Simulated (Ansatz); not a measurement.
Ansatz (an electronic-structure program) input:

Ansatz 0.2 input:
```yaml
crystal:
  periodic: [false, false, false]
  atoms:
    - {symbol: Sb, position_ang: [-0.01602737, -0.01947852, 0.03811055]}
    - {symbol: H, position_ang: [-0.53320809, 1.26927154, -0.97307230]}
    - {symbol: H, position_ang: [1.35060378, -0.27586713, -0.97056559]}
basis:
  gaussian:
    orbitals: def2-SVPD
magnetization: {spin_polarized: true, initial_magnetization: 1}
correlation: {method: ccsd_t, electrons: outside_noble_gas}
```

Problem. Predict the final energy.

Solution. -240.51292 Eh (CCSD(T)/def2-SVPD). The basis has 48 functions.
